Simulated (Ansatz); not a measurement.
Reaction (atomization): `C[SiH]1CN1` → 2 C• + 7 H• + N• + Si•

Program: Ansatz. Geometries: PBE0-D4/def2-TZVP. ΔE: electronic, gas phase. CCSD(T)/CBS is the MP2 limit (def2-TZVPP, def2-QZVPP) plus CCSD(T) − MP2 in def2-TZVPP, frozen cores. This one scheme is used for every species, atoms too. Functionals use def2-TZVPP. HSE06 is defined as in plane-wave codes. Open shells (•) are unrestricted, without spin–orbit coupling. Spin–orbit coupling would lower the free atoms: a little for C, Si.

```
             level  ΔE (kcal/mol)
          HSE06-D4          954.1
SCS-MP2/def2-TZVPP          934.7
```

Question: What does CCSD(T)/CBS give? (An estimate is asked.)

Answer: Ansatz gave: +950.1 kcal/mol. The listed levels differ from it by 4.0, -15.4 kcal/mol.

Largest T1 diagnostic among the species: 0.012.

At CCSD(T), def2-SVP lies −60.3 kcal/mol from the extrapolated value and def2-TZVPP −26.0 kcal/mol: correlation converges slowly with the basis, and small sets miss more of it in the bonded molecule than in its fragments. From BLYP to BHLYP (50 % exact exchange), in def2-TZVPP and without D4, ΔE moves by −17.0 kcal/mol: exact exchange takes away binding that semilocal exchange gives to molecules. In def2-TZVPP, CCSD(T) changes the Hartree–Fock value by +240.0 kcal/mol (the triples alone add +13.2 kcal/mol) and MP2 by +249.1 kcal/mol; breaking electron pairs costs correlation energy, which Hartree–Fock lacks.

For atomizations the MP2-based limit and the directly extrapolated one differ by several kJ/mol either way, and by 10 to 25 for some Ge, Se and Sn compounds, so smaller differences from it don't rank the levels.
